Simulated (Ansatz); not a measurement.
One change: `[OH][AlH][C]#CS` becomes `OCC#CS`.

Ansatz, PBE0-D4/def2-TZVP geometries, multiplicity 1. Each molecule was computed in one conformer, which needn't be the lowest.

```csv
property,`[OH][AlH][C]#CS`
LUMO energy (PBE/def2-TZVPP) / eV,-1.85
HOMO–LUMO gap (ωB97M-V/def2-TZVPP) / eV,9.75
HOMO energy (PBE0/def2-TZVPP) / eV,-7.08
HOMO energy (PBE/def2-TZVPP) / eV,-5.98
size of the dipole moment (PBE/def2-TZVPP) / D,2.49
LUMO energy (B3LYP/def2-TZVPP) / eV,-1.29
```

(1) What does the change do to each property? (Best estimate.)

Results:

(1) Ansatz gave: 
```
                                      property  `OCC#CS`  shift
             LUMO energy (PBE/def2-TZVPP) / eV     -1.19   0.66
       HOMO–LUMO gap (ωB97M-V/def2-TZVPP) / eV     10.79   1.04
            HOMO energy (PBE0/def2-TZVPP) / eV     -6.91   0.17
             HOMO energy (PBE/def2-TZVPP) / eV     -5.76   0.22
size of the dipole moment (PBE/def2-TZVPP) / D      0.90  -1.59
           LUMO energy (B3LYP/def2-TZVPP) / eV     -0.48   0.81
```

With PBE0 the HOMO rises by 0.17 eV and the LUMO rises by 0.88 eV, so the gap widens by about 0.71 eV. PBE moves the HOMO by 0.22 eV and ωB97M-V by 0.13 eV. The zero-point energy changes by 57.6 kJ/mol with +3 modes. Dipoles are sizes alone; their direction can turn.

B3LYP here is the variant with VWN-RPA as its local correlation; programs differ in this.
